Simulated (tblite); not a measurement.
Isomers of C8H14F2. All values are computed: GFN2-xTB (tblite) harmonic vibrations without scaling, gas phase. The method is semi-empirical: single wavenumbers can be off by several per cent or more. One conformer each.

Electronic energies: GFN2-xTB at the same geometries; isomer energies are rough at this level and their order can be wrong.

```json
{"SMILES": "C[C@@H]1CC[C@H](C(C)(F)F)C1", "electronic energy, lowest = 0 (kJ/mol)": "0.0"}
{"SMILES": "C/C=C/C(C)(C)CC(F)F", "electronic energy, lowest = 0 (kJ/mol)": "120.4"}
{"SMILES": "FC[C@@H]1CCCC[C@@H](F)C1", "electronic energy, lowest = 0 (kJ/mol)": "35.6"}
{"SMILES": "C/C(F)=C(/CF)C(C)(C)C", "electronic energy, lowest = 0 (kJ/mol)": "132.1"}
{"SMILES": "CC(C)(C)C1(C(F)F)CC1", "electronic energy, lowest = 0 (kJ/mol)": "115.1"}
{"SMILES": "FC(F)C1CCCCCC1", "electronic energy, lowest = 0 (kJ/mol)": "32.4"}
```

Q: How do GFN2-xTB zero-point energies change the relative energies?

A: 
| SMILES | ZPE (kJ/mol) | of it from modes above 1550 cm⁻¹ | electronic (kJ/mol) | with ZPE, lowest = 0 (kJ/mol) | lowest mode (cm⁻¹) | rings |
| --- | --- | --- | --- | --- | --- | --- |
| C[C@@H]1CC[C@H](C(C)(F)F)C1 | 540.9 | 252.3 | 0.0 | 0.0 | 29 | 1 |
| FC(F)C1CCCCCC1 | 548.5 | 248.7 | 32.4 | 40.0 | 63 | 1 |
| FC[C@@H]1CCCC[C@@H](F)C1 | 547.0 | 248.6 | 35.6 | 41.7 | 64 | 1 |
| CC(C)(C)C1(C(F)F)CC1 | 537.4 | 255.3 | 115.1 | 111.6 | 80 | 1 |
| C/C=C/C(C)(C)CC(F)F | 531.2 | 263.3 | 120.4 | 110.7 | 43 | 0 |
| C/C(F)=C(/CF)C(C)(C)C | 533.4 | 264.2 | 132.1 | 124.6 | 50 | 0 |

The zero-point energies span 17.3 kJ/mol, from `C/C=C/C(C)(C)CC(F)F` to `FC(F)C1CCCCCC1`. The lowest isomer stays, but the order above it changes.

Q: What do entropy and thermal enthalpy add at 298.15 K and 1 bar (rigid rotor, harmonic oscillator, one conformer each)?

A: 
```csv
SMILES,point group,symmetry number,S (J/(mol K)),H − H(0) (kJ/mol),ZPE + H − H(0) − TS (kJ/mol)
C[C@@H]1CC[C@H](C(C)(F)F)C1,C1,1,428.4,30.81,444.0
FC(F)C1CCCCCC1,C1,1,405.7,28.13,455.6
FC[C@@H]1CCCC[C@@H](F)C1,C1,1,408.8,28.38,453.5
CC(C)(C)C1(C(F)F)CC1,C1,1,417.8,31.34,444.1
C/C=C/C(C)(C)CC(F)F,C1,1,456.0,34.54,429.8
C/C(F)=C(/CF)C(C)(C)C,C1,1,441.9,34.13,435.8
```
